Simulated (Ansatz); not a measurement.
Species: sum formula Si$_{2}$H$_{2}$F$_{3}$ (charge 0, doublet). It need not be the lowest isomer of its formula. SMILES: F[SiH][SiH](F)F
Structure (B3LYP-D3(BJ)/def2-TZVP (Ansatz, a program for electronic structure) minimum search):
```xyz
7

F      2.0626    -1.3020    -0.0588
Si     1.4267     0.1682     0.1455
Si    -0.8792     0.0955    -0.3265
F     -1.4108     1.5967    -0.1935
F     -1.5985    -0.7789     0.7980
H      2.1771     1.0969    -0.7435
H     -1.3235    -0.4297    -1.6333
```
Charge 0, spin multiplicity 2.

Wanted: atomisation energy (electronic, to ground-state atoms); the coupled-cluster value holds the core correlation from cc-pwCVTZ, in kcal/mol. Cores are frozen in the correlated levels unless marked. UHF or UKS for open shells. No spin-orbit coupling. No relativistic terms. CBS marks a two-point X^-3 extrapolation of the correlation energy; Hartree-Fock from the larger set.

Level to compare with: CCSD(T)/CBS(cc-pV(T+d)Z,cc-pV(Q+d)Z) plus the core term (Ansatz), 615.2 kcal/mol. It is a level with limits of its own, and the differences hold the functionals' basis error too.

Rank these functionals by how close they come to CCSD(T)/CBS(cc-pV(T+d)Z,cc-pV(Q+d)Z), closest first: BLYP/def2-TZVPD (Ansatz); SVWN5/def2-TZVPD (Ansatz); r2SCANh/def2-TZVPD (Ansatz).

r2SCANh/def2-TZVPD (hybrid meta-GGA, 606.3 kcal/mol, difference -8.9), BLYP/def2-TZVPD (GGA, 600.2 kcal/mol, difference -15.0), SVWN5/def2-TZVPD (LDA, 697.1 kcal/mol, difference 81.9)
